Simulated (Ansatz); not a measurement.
(LiF)4 cube (Li₄F₄), 8 atoms. Hardware: 2 threads of Intel Xeon 6975P-C on a shared host.

Correlated methods freeze 4 core orbitals; core or outer-core shells of Li are correlated, in sets that lack core-valence functions.

Q: How many basis functions does each of these Ansatz runs have, and roughly what does it cost? PBE-D4/def2-SVP, charge 0 singlet, energy, from earlier orbitals; MP2/def2-TZVP, charge 0 singlet, energy, from earlier orbitals; PBE-D4/def2-SVP, charge 0 singlet, relaxation, 3 steps; PBE0-D4/def2-SVP, charge 0 singlet, energy with a search over starts; PBE0-D4/def2-SVP, charge 0 singlet, energy, from earlier orbitals; PBE-D4/def2-TZVP, charge 0 singlet, energy and forces, from earlier orbitals; B2PLYP/def2-TZVP, charge 0 singlet, energy, from earlier orbitals; r2SCAN-D4/def2-TZVP, charge 0 singlet, energy, from earlier orbitals; PBE0-D4/def2-TZVP, charge 0 singlet, energy, from earlier orbitals; HSE06-D4/def2-TZVP, charge 0 singlet, energy, from earlier orbitals; CCSD(T)/def2-SVP, charge 0 singlet, energy, from earlier orbitals; B3LYP-D4/def2-TZVP, charge 0 singlet, energy, from earlier orbitals.

A: Other jobs shared the machine, so times can vary by a factor of up to 3. A dash marks memory too small to be measured apart from the calling script's.

```csv
run,functions,fitting or Cholesky vectors,wall time,peak host memory (GiB)
"PBE-D4/def2-SVP, charge 0 singlet, energy, from earlier orbitals",92,1136,0.85 s,–
"PBE0-D4/def2-SVP, charge 0 singlet, energy, from earlier orbitals",92,1020,1 s,–
"MP2/def2-TZVP, charge 0 singlet, energy, from earlier orbitals",180,1428,1.4 s,–
"PBE-D4/def2-TZVP, charge 0 singlet, energy and forces, from earlier orbitals",180,1140,1.6 s,–
"PBE0-D4/def2-TZVP, charge 0 singlet, energy, from earlier orbitals",180,1140,1.6 s,–
"PBE0-D4/def2-SVP, charge 0 singlet, energy with a search over starts",92,1020,1.6 s,–
"B3LYP-D4/def2-TZVP, charge 0 singlet, energy, from earlier orbitals",180,1140,1.8 s,–
"HSE06-D4/def2-TZVP, charge 0 singlet, energy, from earlier orbitals",180,1140,1.8 s,–
"r2SCAN-D4/def2-TZVP, charge 0 singlet, energy, from earlier orbitals",180,1140,2.2 s,–
"B2PLYP/def2-TZVP, charge 0 singlet, energy, from earlier orbitals",180,1428,3 s,–
"PBE-D4/def2-SVP, charge 0 singlet, relaxation, 3 steps",92,1136,3.7 s,–
"CCSD(T)/def2-SVP, charge 0 singlet, energy, from earlier orbitals",92,1020,5.5 s,–
```
